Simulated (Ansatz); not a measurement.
**Cost against result**

The pair of Ag⁺ (SMILES [Ag+], atom 1) and CH5N (SMILES CN, atoms 2–8), both closed shells, in one local arrangement (a lower one may exist), relaxed at PBE0-D4/def2-TZVP:

```xyz
8
angstrom
Ag 0.2313 0.0359 -2.4536
C -0.5781 -0.0494 0.5726
N 0.6114 0.0501 -0.3056
H -0.2854 -0.0352 1.6237
H -1.1077 -0.9773 0.3651
H -1.2446 0.7892 0.3794
H 1.2496 -0.7130 -0.0967
H 1.1235 0.8999 -0.0849
```

Interaction energies are counterpoise-corrected; the time is that of the whole pair.

Program: Ansatz 0.2.0. Basis: as named in each row. Cores are frozen in the correlated methods. Filled d shells of the heavier atoms are correlated. Core potentials replace the inner electrons of the atoms past krypton. B3LYP uses VWN-RPA correlation. Extrapolation: Hartree–Fock as exp(−7.88 √X), correlation as X^−2.97.

Times are rough, for one single point on 4 threads of a shared host (Arm Neoverse V1).

The estimate by CCSD(T) at an estimated basis limit (MP2 extrapolated from triple and quadruple zeta, plus CCSD(T) − MP2 in triple zeta) is -2.172 eV.

| method | basis | time (s) | interaction energy (eV) | method less estimate |
| --- | --- | --- | --- | --- |
| SPW92 | def2-SVP | under 1 | -3.068 | -0.896 |
| PBE-D4 | def2-SVP | under 1 | -2.526 | -0.355 |
| PBE0-D4 | def2-SVP | under 1 | -2.294 | -0.123 |
| PBE-D4 | def2-TZVPPD | 2 | -2.458 | -0.286 |
| revPBE-D4 | def2-TZVPPD | 2 | -2.300 | -0.129 |
| BLYP-D4 | def2-TZVPPD | 2 | -2.431 | -0.259 |
| PBE0-D4 | def2-TZVPPD | 2 | -2.235 | -0.064 |
| HSE06-D4 | def2-TZVPPD | 2 | -2.233 | -0.062 |
| B3LYP-D4 | def2-TZVPPD | 2 | -2.274 | -0.102 |
| r2SCAN-D4 | def2-TZVPPD | 3 | -2.414 | -0.242 |
| wB97M-V | def2-SVP | 3 | -2.166 | 0.005 |
| CCSD(T) | def2-SVP | 3 | -1.938 | 0.234 |
| B2PLYP | def2-TZVPPD | 4 | -2.142 | 0.030 |
| wB97X-V | def2-TZVPPD | 6 | -2.124 | 0.047 |
| B97M-V | def2-TZVPPD | 7 | -2.250 | -0.078 |
| wB97M-V | def2-TZVPPD | 7 | -2.104 | 0.067 |
| MP2 | def2-QZVPPD | 12 | -2.200 | -0.028 |
| CCSD(T) | def2-TZVPPD | 110 | -2.024 | 0.147 |

T1 diagnostic: at most 0.015.
